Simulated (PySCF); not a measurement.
**A survey of 31P NMR shifts**

Equivalent nuclei averaged, one conformer, relativity neglected, isolated molecule. σ from GIAO-PBE0/pcSseg-1; geometry from GFN2-xTB; PySCF.

Shieldings were converted by a linear fit to measured shifts: 31P (scatter 18.1 ppm rms vs H3PO4, solution or neat liquid). A few per cent of atoms miss by over 2 rms, more outside the fitted compound classes.

Problem. Give the 31P shifts of `C#CC[P@](C)(=S)C(C)C`, `C=C[C@@H]1[C@@H](C)C[P@@]1(C)=S`.

Solution. 
| compound | environment | δ (ppm) |
| --- | --- | --- |
| C#CC[P@](C)(=S)C(C)C | phosphorus bonded to 3 C, S | 38.5 |
| C=C[C@@H]1[C@@H](C)C[P@@]1(C)=S | phosphorus bonded to 3 C, S, in a 4-membered ring | 32.4 |

Problem. Order these by 31P shift, lowest first.
A. Fc1cccc(C(F)(F)F)p1
B. C=C[C@@H]1[C@H](CC)C[P@@H]1=S
C. CN(C1CC1)[SiH](P)P
D. C1CP(C2CC2)CCS1
E. CCP1CCC(C)CC1
F. C[C@@H]1[C@@H](C)P1C(C)(C)C

Solution. C (-212.2 ppm, phosphorus bonded to Si, 2 H), F (-128.8 ppm, phosphorus bonded to 3 C, in a 3-membered ring), E (-45.9 ppm, phosphorus bonded to 3 C, in a 6-membered ring), D (-26.5 ppm, phosphorus bonded to 3 C, in a 6-membered ring), B (-1.7 ppm, phosphorus bonded to 2 C, S, H, in a 4-membered ring), A (153.3 ppm, phosphorus bonded to 2 C, in a 6-membered ring).
